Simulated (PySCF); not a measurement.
Job for PySCF: R-BP86/LANL2DZ on GeH2O (SMILES [OH][GeH]), a point of a bond scan (R = 1.300 Å).

```python
from pyscf import gto, scf, dft, mp
from pyscf.data.elements import chemcore

mol = gto.M(
    atom='''
    Ge   -0.23528061   -0.20095819    0.24734314
    H    -1.41085702   -0.03172168   -0.85873679
    O     1.02522544    0.68082931   -0.68889534
    H     0.63751589    1.13297123   -1.84474581
    ''',
    basis='lanl2dz',
    ecp={'Ge': 'lanl2dz'},
    charge=0, spin=0, verbose=3, max_memory=1800)
mf = dft.RKS(mol, xc='b88,p86')
mf.conv_tol = 1e-8
mf.max_cycle = 100
mf.kernel()
if not mf.converged:
    mf = mf.newton().run(mf.mo_coeff, mf.mo_occ)
```

It printed:

```
converged SCF energy = -80.1612155467491
```

The calculation finished and met its thresholds.

Cost: around 1.4 core-seconds (rough).
